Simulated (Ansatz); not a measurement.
Stretching the Be1–H2 bond in BeH2Se (SMILES [BeH][SeH]) (multiplicity 1 held, fragments rigid). Energies count from the point at 1.326 Å.
Geometry at that point (charge 0, multiplicity 1):
```xyz
4

Be    -0.690    -0.761    -1.418
H     -1.209    -1.341    -2.491
Se     0.092     0.160     0.224
H      0.846    -1.065     0.547
```

Signs of static correlation in aug-cc-pVTZ, with CASSCF(2,2), from Ansatz (a quantum-chemistry and plane-wave program) runs.

| R (Å) | T1 of restricted CCSD | ⟨S²⟩ of UHF | largest double amplitude of restricted CCSD | weight of the CASSCF reference in MRCISD | CASSCF natural occupations |
|---|---|---|---|---|---|
| 1.061 | 0.011 | 0.000 | 0.030 | 0.907 | 1.99 0.01 |
| 1.193 | 0.011 | 0.000 | 0.027 | 0.907 | 1.99 0.01 |
| 1.326 | 0.011 | 0.000 | 0.033 | 0.907 | 1.98 0.02 |
| 1.458 | 0.011 | 0.000 | 0.033 | 0.907 | 1.97 0.03 |
| 1.591 | 0.012 | 0.000 | 0.033 | 0.907 | 1.97 0.03 |
| 1.790 | 0.013 | 0.000 | 0.030 | 0.907 | 1.95 0.05 |
| 1.988 | 0.014 | 0.000 | 0.034 | 0.907 | 1.92 0.08 |
| 2.320 | 0.020 | 0.453 | (withheld) | 0.908 | 1.85 0.15 |
| 2.651 | (withheld) | 0.755 | 0.176 | 0.908 | 1.74 0.26 |
| 3.049 | 0.049 | 0.908 | 0.376 | 0.909 | 1.57 0.43 |
| 3.579 | 0.080 | 0.977 | 0.610 | 0.909 | 1.34 0.66 |
| 4.242 | 0.110 | 0.998 | 0.845 | 0.910 | 1.15 0.85 |

### Question
Complete the blanks.

### Answer

- 2.320, largest double amplitude of restricted CCSD: 0.099
- 2.651, T1 of restricted CCSD: 0.030

Doubts at one or more of the structures used: a restricted determinant that unrestricted orbitals would lower (R-CCSD(T)/aug-cc-pVTZ); other coupled-cluster roots lie near (R-CCSD(T)/aug-cc-pVTZ); T1 above 0.05 (R-CCSD(T)/aug-cc-pVTZ, U-CCSD(T)/aug-cc-pVTZ); a spin-contaminated determinant (U-CCSD(T)/aug-cc-pVTZ).
